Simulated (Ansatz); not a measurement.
Reaction (ligand exchange at a Mg–O bond): `[F][Mg][O][SiH3]` + `CNC` → `C[N](C)[Mg][F]` + `O[SiH3]`

Gas-phase electronic energies from Ansatz, PBE0-D4/def2-TZVP geometries. CBS: MP2 limit from def2 TZ/QZ plus the TZ coupled-cluster correction, frozen cores. For Mg outer-core shells are correlated without core-valence functions, which leaves a few kJ/mol of doubt a bond. Each species was taken in one conformer, which may not be the lowest.

| species | MP2/CBS(def2) energy (Eh) |
| --- | --- |
| `[F][Mg][O][SiH3]` | -665.85938 |
| `CNC` | -134.94595 |
| `C[N](C)[Mg][F]` | -434.10891 |
| `O[SiH3]` | -366.65375 |

(1) Work out ΔE.

Largest T1 diagnostic among the species: 0.012.

Answers

(1) ΔE = (-434.10891) + (-366.65375) − (-665.85938) − (-134.94595) = 0.04267 Eh = +26.8 kcal/mol. CCSD(T)/CBS gives +26.9 kcal/mol.

From BLYP to BHLYP (50 % exact exchange), in def2-TZVPP and without D4, ΔE moves by +2.6 kcal/mol. In def2-TZVPP, CCSD(T) changes the Hartree–Fock value by −4.5 kcal/mol (the triples alone add −0.8 kcal/mol) and MP2 by −4.6 kcal/mol. At CCSD(T), def2-SVP lies +1.0 kcal/mol from the extrapolated value and def2-TZVPP −0.8 kcal/mol.
